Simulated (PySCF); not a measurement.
**Excitation energy of Be⁺ by level of theory**

Be⁺ [He] 2s1 (2S) → Be⁺ [He] 2p1 (2P), as a difference of total energies. Computed with PySCF 2.14 in cc-pVTZ, with no relativity, point nucleus. The calculations carry no spin-orbit coupling.

```json
{"method": "UHF", "excitation energy (eV)": "3.992"}
{"method": "LDA", "excitation energy (eV)": "3.502"}
{"method": "PBE", "excitation energy (eV)": "3.452"}
{"method": "PBE0", "excitation energy (eV)": "3.593"}
{"method": "r2SCAN", "excitation energy (eV)": "3.533"}
{"method": "BHandHLYP", "excitation energy (eV)": "3.715"}
{"method": "PBEsol", "excitation energy (eV)": "3.471"}
{"method": "TPSSh", "excitation energy (eV)": "3.541"}
{"method": "TPSS", "excitation energy (eV)": "3.485"}
{"method": "ROHF", "excitation energy (eV)": "3.993"}
```

The basis was made for the ground configuration and has no added diffuse functions, so the excitation energy can come out too high.

For comparison: 3.959 eV (measured; NIST levels, between the centres of gravity of the two terms).
